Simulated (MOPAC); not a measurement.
Input file for MOPAC: PM3 on FGeH3Si (SMILES [F][Ge][SiH3]), a point of a torsion scan.

```
PM3 1SCF PRECISE CHARGE=0 THREADS=1
FGeH3Si

F      2.47629134 1     0.58002129 1    -0.22726329 1
Ge     1.64660174 1    -0.96689871 1     0.29338967 1
Si    -0.61183520 1    -0.02652257 1     0.04035597 1
H     -0.93126924 1     0.43189574 1    -1.32066791 1
H     -0.89314050 1     1.11531271 1     0.92497910 1
H     -1.65449189 1    -1.02005223 1     0.36104275 1
```

It printed:

```
*******************************************************************************
 **                                                                           **
 **                              MOPAC v23.2.5                                **
 **                                                                           **
 *******************************************************************************
 ** MOPAC's Digital Object Identifier: https://doi.org/10.5281/zenodo.6511958 **
 **                                                                           **
 ** Please cite the open-source release paper for use of this MOPAC version:  **
 ** J. E. Moussa and J. J. P. Stewart (2026)                                  **
 ** MOPAC: An open-source semiempirical molecular orbital program             **
 ** J. Open Source Softw., 11(119), 8025, https://doi.org/10.21105/joss.08025 **
 *******************************************************************************

                              PM3 CALCULATION RESULTS

 *******************************************************************************
 *  PM3        - The PM3 Hamiltonian to be used
 *
 *
 *
 *                 CHARGE ON SYSTEM = 0
 *
 *
 *
 *  PRECISE    - TIGHTER CRITERIA TO BE USED
 *  1SCF       - DO 1 SCF AND THEN STOP
 *  THREADS=1  - MULTI-THREADING NOT USED
 *  T=         - A TIME OF 172800.0 SECONDS REQUESTED
 *  DUMP=N     - RESTART FILE WRITTEN EVERY 7200.0 SECONDS REQUESTED
 *******************************************************************************
PM3 1SCF PRECISE CHARGE=0 THREADS=1
 FGeH3Si

   ATOM   CHEMICAL          X               Y               Z
  NUMBER   SYMBOL      (ANGSTROMS)     (ANGSTROMS)     (ANGSTROMS)

     1       F          2.47629134  *   0.58002129  *  -0.22726329  *
     2      Ge          1.64660174  *  -0.96689871  *   0.29338967  *
     3      Si         -0.61183520  *  -0.02652257  *   0.04035597  *
     4       H         -0.93126924  *   0.43189574  *  -1.32066791  *
     5       H         -0.89314050  *   1.11531271  *   0.92497910  *
     6       H         -1.65449189  *  -1.02005223  *   0.36104275  *



          CARTESIAN COORDINATES

    NO.       ATOM           X           Y           Z

     1         F          2.4763      0.5800     -0.2273
     2        Ge          1.6466     -0.9669      0.2934
     3        Si         -0.6118     -0.0265      0.0404
     4         H         -0.9313      0.4319     -1.3207
     5         H         -0.8931      1.1153      0.9250
     6         H         -1.6545     -1.0201      0.3610

  H: (PM3): J. J. P. STEWART, J. COMP. CHEM. 10, 209 (1989).
  F: (PM3): J. J. P. STEWART, J. COMP. CHEM. 10, 209 (1989).
 Si: (PM3): J. J. P. STEWART, J. COMP. CHEM. 10, 209 (1989).
 Ge: (PM3): J. J. P. STEWART, J. COMP. CHEM. 12, 320-341 (1991).

           Empirical Formula: H3 F Ge Si  =     6 atoms



      MOLECULAR POINT GROUP   :   Cs


      RHF CALCULATION, NO. OF DOUBLY OCCUPIED LEVELS = 9


 -------------------------------------------------------------------------------
 PM3 1SCF PRECISE CHARGE=0 THREADS=1
 FGeH3Si



     1SCF WAS SPECIFIED, SO BFGS WAS NOT USED
     SCF FIELD WAS ACHIEVED


                              PM3 CALCULATION
                                                       MOPAC v23.2.5 Linux




          FINAL HEAT OF FORMATION =        -21.79259 KCAL/MOL =     -91.18021 KJ/MOL


          COSMO AREA              =        123.36 SQUARE ANGSTROMS
          COSMO VOLUME            =        116.58 CUBIC ANGSTROMS

          IONIZATION POTENTIAL    =          8.334753 EV
          HOMO LUMO ENERGIES (EV) =         -8.335 -1.185
          NO. OF FILLED LEVELS    =          9
          MOLECULAR WEIGHT        =        122.6976         POINT GROUP:  Cs

          MOLECULAR DIMENSIONS (Angstroms)

            Atom       Atom       Distance
            H     6    F     1     4.46875
           Ge     2    H     4     2.90168
           Ge     2    H     5     2.14117


          SCF CALCULATIONS        =          1





   ATOM   CHEMICAL          X               Y               Z
  NUMBER   SYMBOL      (ANGSTROMS)     (ANGSTROMS)     (ANGSTROMS)

     1       F          2.47629134  *   0.58002129  *  -0.22726329  *
     2      Ge          1.64660174  *  -0.96689871  *   0.29338967  *
     3      Si         -0.61183520  *  -0.02652257  *   0.04035597  *
     4       H         -0.93126924  *   0.43189574  *  -1.32066791  *
     5       H         -0.89314050  *   1.11531271  *   0.92497910  *
     6       H         -1.65449189  *  -1.02005223  *   0.36104275  *

                             CARTESIAN COORDINATES

   1    F        2.476291340     0.580021290    -0.227263290
   2   Ge        1.646601740    -0.966898710     0.293389670
   3   Si       -0.611835200    -0.026522570     0.040355970
   4    H       -0.931269240     0.431895740    -1.320667910
   5    H       -0.893140500     1.115312710     0.924979100
   6    H       -1.654491890    -1.020052230     0.361042750


           Empirical Formula: H3 F Ge Si  =     6 atoms



      MOLECULAR POINT GROUP   :   Cs


                  EIGENVALUES
 -19.76570 -16.45683 -15.78880 -14.62298 -14.46139 -12.61717 -11.52836 -11.26047
  -8.33475  -1.18474  -0.87709   1.34242   1.86781   2.31757   2.36534


              NET ATOMIC CHARGES AND DIPOLE CONTRIBUTIONS

  ATOM NO.   TYPE          CHARGE      No. of ELECS.   s-Pop       p-Pop
    1          F          -0.400593        7.4006     1.73812     5.66247
    2         Ge           0.812765        3.1872     1.87595     1.31128
    3         Si           0.025215        3.9748     1.12504     2.84974
    4          H          -0.140299        1.1403     1.14030
    5          H          -0.140481        1.1405     1.14048
    6          H          -0.156607        1.1566     1.15661
 DIPOLE           X         Y         Z       TOTAL
 POINT-CHG.     4.064    -5.170     1.582     6.764
 HYBRID        -2.776     2.675    -0.800     3.938
 SUM            1.288    -2.495     0.782     2.914


          ATOMIC ORBITAL ELECTRON POPULATIONS

     Atom    s        px        py        pz
    1  F   1.73812   1.92289   1.82447   1.91511
    2 Ge   1.87595   0.58920   0.57979   0.14229
    3 Si   1.12504   1.08454   0.89436   0.87085
    4  H   1.14030
    5  H   1.14048
    6  H   1.15661

 **********************
 *                    *
 * JOB ENDED NORMALLY *
 *                    *
 **********************




 == MOPAC DONE ==
```

The run finished.

Cost: about 0.020 core-seconds (a rough figure).
